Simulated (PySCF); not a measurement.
**Assigning NMR signals**

Structure with atom numbers: `[OH:1][CH2:2][C@@:3]12[C@H:4]3[CH:5]=[CH:6][C@@H:7]1[C@@H:8]2[CH:9]=[CH:10]3`. Each H is labelled by its parent atom.

- geometry: GFN2-xTB
- PBE0/pcSseg-1 with gauge-including orbitals
- program: PySCF
- equivalent nuclei averaged, no solvent model, no relativistic terms, a single conformation

Shifts are taken against calculated references (same method and geometry level): ¹³C, ¹H vs TMS.

(1) Assign these signals to the numbered atoms. ¹³C{¹H} NMR (computed): δ 139.3 (CH), 125.4 (CH), 69.9 (CH2), 67.5 (C), 58.1 (CH), 48.0 (CH).

(2) Assign these signals to the numbered atoms. ¹H NMR (500 MHz, computed): δ 6.12 (m, 2H), 5.14 (m, 2H), 3.89 (s, 2H), 3.20 (m, 1H), 2.88 (m, 2H), 0.08 (br s, 1H).

Answers

(1) 
| δ (ppm) | atoms | environment | reason |
| --- | --- | --- | --- |
| 139.3 | C5/C10 | alkene CH | as expected for a trigonal carbon in a double bond |
| 125.4 | C6/C9 | alkene CH | – |
| 69.9 | C2 | sp3 CH2 bonded to O | pulled downfield by the heteroatom |
| 67.5 | C3 | three-membered-ring carbon | – |
| 58.1 | C4 | allylic sp3 CH | – |
| 48.0 | C7/C8 | three-membered-ring carbon | aliphatic region, no heteroatom directly attached |

(2) 
```tsv
δ (ppm)	atoms	environment	reason
6.12	H(C5)/H(C10)	hydrogen on an alkene CH	a vinylic proton, deshielded by the sp2 carbon and the C=C anisotropy
5.14	H(C6)/H(C9)	hydrogen on an alkene CH	–
3.89	H(C2)	hydrogen on an sp3 CH2 bonded to O	its carbon carries O, an electronegative neighbour
3.20	H(C4)	hydrogen on an allylic sp3 CH	–
2.88	H(C7)/H(C8)	hydrogen on a three-membered-ring carbon	–
0.08	H(O1)	hydrogen on an alcohol oxygen	labile proton, position sensitive to the medium
```

Exchangeable OH/NH protons stand at their gas-phase positions; hydrogen bonding in a real sample shifts them, mostly to higher δ. Shifts are as computed. Against solution values, carbons near 30 ppm lie about +3 ppm off and those near 130 ppm about +5 ppm. Of 1211 compounds with measured shifts, 218 miss one by over three times the rms of a fit or turn the order of signals round; such compounds aren't used in these exercises. Multiplicities follow the n + 1 count of equivalent neighbours, as no J values were calculated; m marks all less simple cases, F and P coupling included.
